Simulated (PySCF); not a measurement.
VOCl3, SMILES [O]=[V]([Cl])([Cl])[Cl], multiplicity 1.

Geometry optimised at PBE-D3(BJ)/def2-SVP. The multiplicity is an assumed one; other spin states were not compared.

Two levels are set side by side: TDDFT-PBE/def2-SVPD (PySCF) and TDDFT-PBE0/def2-SVPD (PySCF). Vertical, same geometry. The lowest singlet is HOMO−1→LUMO+1 42 %, HOMO→LUMO 42 %, HOMO−2→LUMO+1 17 % with PBE and HOMO−2→LUMO 49 %, HOMO−1→LUMO+1 49 % with the other functional; states are paired by order. Differences are taken from unrounded values.

```csv
quantity,TDDFT-PBE0,TDDFT-PBE,TDDFT-PBE minus TDDFT-PBE0
lowest singlet excitation (eV),3.42,3.04,-0.38
lowest triplet excitation (TDA) (eV),3.18,2.85,-0.33
```

A lower first singlet is the usual sign of a functional without exact exchange. Differences between two approximate levels are no errors against the true value.

Rough cost on one machine, each run with all the roots and properties that it gave: TDDFT-PBE0 against TDDFT-PBE about 3 times.
